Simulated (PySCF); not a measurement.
C₄H₄Se₂.
Z-matrix (Å and degrees, PBE0-D3(BJ)/def2-SVP geometry), rows numbered from 1:
```
C 
C   1  1.3346
Se  2  1.8973  1  124.14
C   3  1.8970  2   97.95  1    38.99
C   4  1.3346  3  124.03  2   -38.92
Se  1  1.8970  2  123.98  3     0.01
H   1  1.0946  2  120.97  3  -176.33
H   2  1.0946  1  120.92  3   176.32
H   4  1.0946  3  114.92  2   137.60
H   5  1.0945  4  120.97  3   176.35
```

Level of theory: core-valence-separated Tamm–Dancoff BHandHLYP/aug-pcX-1 (pcseg-1 on H, def2-SVPD on Se) in PySCF, non-relativistic, gas phase, PBE0-D3(BJ)/def2-SVP geometry. Absolute energies from this functional tend to lie a few eV below measured edges; no shift was applied.

(1) List the carbon K-edge absorption lines.

## Answers

(1) 
| E (eV) | f | core hole on | main final orbital |
| --- | --- | --- | --- |
| 283.22 | 0.2371 | C1/C2/C4/C5 | LUMO (4 roots, f summed) |
| 285.25 | 0.0557 | C1/C2/C4/C5 | spread (2 roots, f summed) |
| 285.28 | 0.1189 | C1/C2/C4/C5 | spread (2 roots, f summed) |
| 286.63 | 0.0652 | C1/C2/C4/C5 | LUMO+2 (4 roots, f summed) |
| 287.08 | 0.0115 | C1/C2/C4/C5 | spread (4 roots, f summed) |

The first line with a tenth or more of the strongest one's intensity is at 283.22 eV (f = 0.237, sum of 4), with the hole on C1/C2/C4/C5 (alkene CH carbon). It is also the strongest listed.

Roots within 0.03 eV whose holes lie on the same, on equivalent or on shared atoms are summed into one line, and the highest roots are left out, as the search may have cut off their partners. Final orbitals are the ground state's empty Kohn–Sham orbitals.

Q: What are the wavelength and the wavenumber of the 283.22 eV line?

A: λ = 12398.42 eV Å/283.22 eV = 43.777 Å; 2.2843 × 10⁶ cm⁻¹.

Only the lowest roots of each edge were sought. The BHandHLYP/aug-pcX-1 (pcseg-1 on H, def2-SVPD on Se) calculation is non-relativistic and has no spin–orbit coupling, an omission that weighs most on selenium.

On Arm Neoverse V1, one thread, on a shared host, this took 18 s.

One conformer stands for the species.
